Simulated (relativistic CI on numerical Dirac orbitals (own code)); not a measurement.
## Radial parameters of Zn¹⁴⁺

Computed by Dirac-Coulomb-Breit CI, KLI orbitals optimised for each configuration, model QED (radiative potential, 1s self-energy scaled to tabulated hydrogen-like ionisation energies), unscaled Slater integrals (own radial code, finite nucleus).

Slater integrals F^k, G^k are unscaled and averaged over j, outside the closed core [Ne]; ζ comes from projecting the Hamiltonian with its Breit term on Σ l·s of the shell.

- 3s2 3p4: F^2(3p,3p) = 170420, ζ(3p) = 23902 cm⁻¹; <r>(3p) = 0.5873, <r^2>(3p) = 0.3974 (bohr units).
- 3s 3p5: G^1(3s,3p) = 219980, ζ(3p) = 23875 cm⁻¹; <r>(3s) = 0.5928, <r^2>(3s) = 0.3996, <r>(3p) = 0.588, <r^2>(3p) = 0.3984 (bohr units).
- 3s2 3p3 3d: F^2(3p,3p) = 170180, ζ(3p) = 23872, F^2(3p,3d) = 169300, G^1(3p,3d) = 191310, G^3(3p,3d) = 124760, ζ(3d) = 2240.5 cm⁻¹; <r>(3p) = 0.5882, <r^2>(3p) = 0.3986, <r>(3d) = 0.546, <r^2>(3d) = 0.3478 (bohr units).

Averages of the first 10 configurations, taken without configuration mixing, which lowers the lowest level and can move excited configurations by several eV; other configurations of the list can lie among them:

```
Configuration  Parity  States  Average energy above the lowest level (eV)
      3s2 3p4    even      15                                         9.7
       3s 3p5     odd      12                                        64.8
   3s2 3p3 3d     odd     200                                        81.9
          3p6    even       1                                       127.4
    3s 3p4 3d    even     300                                       133.7
       3p5 3d     odd      60                                       193.0
   3s 3p3 3d2     odd    1800                                       205.0
   3s2 3p3 4s     odd      40                                       240.7
3s2 3p2 3d 4p     odd     900                                       331.8
       3p5 4s     odd      12                                       353.7
```
